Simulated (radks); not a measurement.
Initial-state core-level shifts of the lutetium ion Lu2+ when its valence configuration changes from [Xe] 4f14 6s1. Calculated with a radial shooting solver on a logarithmic mesh with Libxc functionals: scalar-relativistic Kohn-Sham, BLYP, spin-polarised, spherical densities, finite nucleus; open shells are filled with parallel spins first (spin-orbit coupling, left out, can overturn this in heavy ions); Fermi nuclear charge, rms radius 5.37 fm. Shifts are changes of the shell-averaged eigenvalues in eV (positive: less bound); the change of the density at the nucleus, which sets a Mossbauer isomer shift, is in e/bohr^3, on a base of 1.177e+06.

valence                1s       2p       3p       5p  density at nucleus
4f14 5d1           +2.432   +2.530   +2.473   +2.395               -79.5
4f12 5d2 6s1      -16.558  -17.636  -19.874   -6.916              +117.9
4f13 6s2          -10.960  -11.577  -12.521   -6.336              +153.1
4f10 5d4 6s1      -35.447  -37.919  -43.128  -13.281              +256.6
4f14 6s0.5 6p0.5   -0.724   -0.718   -0.712   -0.700               -37.4
4f13.5 6s1 6p0.5   -5.966   -6.255   -6.701   -3.763               +32.7
4f14 5d0.5 6s0.5   +1.240   +1.290   +1.260   +1.215               -40.8
4f13.5 5d0.5 6s1   -3.893   -4.131   -4.615   -1.787               +27.2
4f13 6s1 6p1      -12.250  -12.860  -13.801   -7.554               +68.7
